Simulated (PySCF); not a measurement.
# Manganese: highly charged ions in a basis for the neutral atom

Mn(5+) [Ar] 3d2, Mn(6+) [Ar] 3d1. All numbers are calculated (PySCF 2.14, the spin-free X2C one-electron Hamiltonian (Gaussian nucleus), in cc-pVDZ-DK). No spin-orbit coupling, so a gap to NIST mixes the basis error with missing relativistic terms.

Changed run: basis of the neutral atom used for a highly charged ion. This setting is unsound on purpose.

```tsv
species	method	sound run (hartree)	changed run (hartree)	converged
Mn(5+)	UHF	not run	-1150.88592	yes
Mn(5+)	r2SCAN	not run	-1151.77757	yes
Mn(5+)	PBE0	not run	-1151.59210	yes
Mn(6+)	UHF	not run	-1147.30271	yes
Mn(6+)	r2SCAN	not run	-1148.14471	yes
Mn(6+)	PBE0	not run	-1147.96402	yes
```

Ionisation energy of Mn(5+):

```
method  changed run (eV)       NIST (eV)
   UHF            97.504  95.604 ± 0.025
r2SCAN            98.855  95.604 ± 0.025
  PBE0            98.725  95.604 ± 0.025
```

The contracted functions were made for the neutral atom and can be too rigid for a highly charged ion.
